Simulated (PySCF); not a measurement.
# Basis-set dependence of the ionisation energy of Sm²⁺

Sm²⁺ [Xe] 4f6 (7F) → Sm³⁺ [Xe] 4f5 (high-spin determinant). All values are computed (PySCF 2.14, energy differences of UHF-based or UKS calculations, no spin-orbit coupling). Values in eV.

```json
{"basis": "cc-pVDZ-X2C", "Hamiltonian": "spin-free X2C", "functions": "84", "UHF": "21.402", "r2SCAN": "24.143", "PBE0": "24.100", "MP2 (valence)": "23.301"}
{"basis": "ANO-RCC-VTZP", "Hamiltonian": "spin-free X2C", "functions": "104", "UHF": "21.368", "r2SCAN": "24.280", "PBE0": "24.210", "MP2 (valence)": "23.727"}
{"basis": "x2c-TZVPPall", "Hamiltonian": "spin-free X2C", "functions": "113", "UHF": "21.287", "r2SCAN": "24.243", "PBE0": "24.180", "MP2 (valence)": "23.511"}
{"basis": "x2c-TZVPPall with one added diffuse shell each of s, p, d, f type", "Hamiltonian": "spin-free X2C", "functions": "129", "UHF": "21.292", "r2SCAN": "24.268", "PBE0": "24.202", "MP2 (valence)": "23.522"}
```

Frozen in the all-electron rows: valence: [Kr] 4d10.

One determinant mixes LS terms of the configuration, so the numbers do not refer to single terms.

Between the lowest levels the reference is 23.55 ± 0.08 eV (semi-empirical (NIST evaluation); NIST Atomic Spectra Database, ionization energies); it includes spin-orbit coupling, which these numbers lack.
